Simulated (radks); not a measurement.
Neutral barium inside a hard spherical wall (all orbitals vanish at R), configuration held at [Xe] 6s2 and not refilled when levels cross. Calculated with a radial shooting solver on a logarithmic mesh with Libxc functionals: scalar-relativistic Kohn-Sham, LDA (Slater exchange, Perdew-Wang correlation), spin-polarised, spherical densities, finite nucleus; Fermi nuclear charge, rms radius 4.8378 fm. Eigenvalues in eV for spin up, with the zero of energy where the potential of the charges vanishes at infinity; a dash marks a level that is unbound or too diffuse for the functional's potential to be trusted. A positive occupied level is held by the wall or, in an anion where self-interaction has pushed it up, behind a barrier. The pressure on the wall is -dE/dV.

R (bohr)  E (hartree)  kinetic (hartree)    e(4d)    e(5s)    e(5p)   e(6s)  e(5d, empty)  e(6p, empty)  pressure (GPa)
free       -8128.9787           8578.625  -89.656  -33.802  -18.806  -3.347        -2.134        -1.280               0
20         -8128.9787           8578.626  -89.655  -33.802  -18.806  -3.347        -2.134        -1.279        < 0.0001
10         -8128.9730           8578.670  -89.344  -33.501  -18.512  -3.100        -1.876        -0.749           0.118
8          -8128.9463           8578.816  -88.596  -32.790  -17.828  -2.361        -1.236         0.512            1.01
7          -8128.9026           8579.013  -87.821  -32.070  -17.142  -1.393        -0.524         2.046            3.13
6          -8128.7961           8579.441  -86.528  -30.908  -16.049   0.633         0.764         5.088            10.7
5          -8128.5095           8580.542  -84.082  -28.847  -14.107   5.354         3.367        11.706            44.0
4          -8127.5766           8584.085  -78.288  -24.346   -9.621  18.303         9.772        28.290             247
3          -8123.5684           8598.101  -62.545  -11.611    4.658  61.626        29.972        78.592            2130
2          -8098.1656           8675.384  -15.918   48.610   75.350  253.06        121.00        284.40           36800
1.5        -8032.1054           8862.190   57.592   197.00   239.88  620.83        304.78        663.11          261000
